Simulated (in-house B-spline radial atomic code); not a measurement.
The tellurium ion Te³⁺ is squeezed into an impenetrable sphere of radius R (the orbitals vanish at R). No spin polarisation. Caution: exact exchange at fractional occupations of open shells leaves self-interaction of up to several eV. Method: non-relativistic B3LYP, spherical fractional occupations, point nucleus. Calculated with a B-spline radial code for spherical atoms.

Energies in eV above the free ion in [Kr] 4d10 5s2 5p1:

| R (bohr) | highest level (eV) | [Kr] 4d10 5s2 5p1 | [Kr] 4d10 5s2 5f1 | [Kr] 4d10 4f1 5s1 5p1 | -dE/dV in [Kr] 4d10 5s2 5p1 (GPa) |
| --- | --- | --- | --- | --- | --- |
| 9.87 | -31 | 0 | 25.27 | 30.45 | 4.26e-06 |
| 6.07 | -31 | 0.0251 | 30.67 | 30.95 | 0.139 |
| 5.39 | -30.9 | 0.1229 | 33.8 | 31.5 | 0.836 |
| 4.2 | -29.4 | 1.737 | 44.96 | 34.83 | 18.2 |
| 3.65 | -26.9 | 5.589 | 56.4 | 39.84 | 75.9 |
| 2.82 | -13.7 | 32.26 | 101.3 | 66.2 | 754 |
| 2.44 | 3.55 | 75.22 | 156.2 | 104.4 | 2520 |
| 2.4 | 6.26 | 82.53 | 164.9 | 110.8 | 2890 |
| 1.93 | 64.4 | 266.1 | 364.4 | 268.6 | 16600 |
| 1.44 | 264 | 1132 | 1226 | 1021 | 154000 |

(1) Does [Kr] 4d10 5s2 5f1 fall below [Kr] 4d10 5s2 5p1 under compression?

(2) Does [Kr] 4d10 4f1 5s1 5p1 fall below [Kr] 4d10 5s2 5p1 under compression?

The highest level is first positive in the row R = 2.44 bohr, pushed up by confinement above the zero of the free ion's potential. Each configuration is held fixed and needn't be the lowest in the sphere.

## Answers

(1) No, it stays above over the whole range.

(2) Yes, between R = 1.93 and 1.44 bohr the order changes (near 1.92 bohr by linear interpolation).
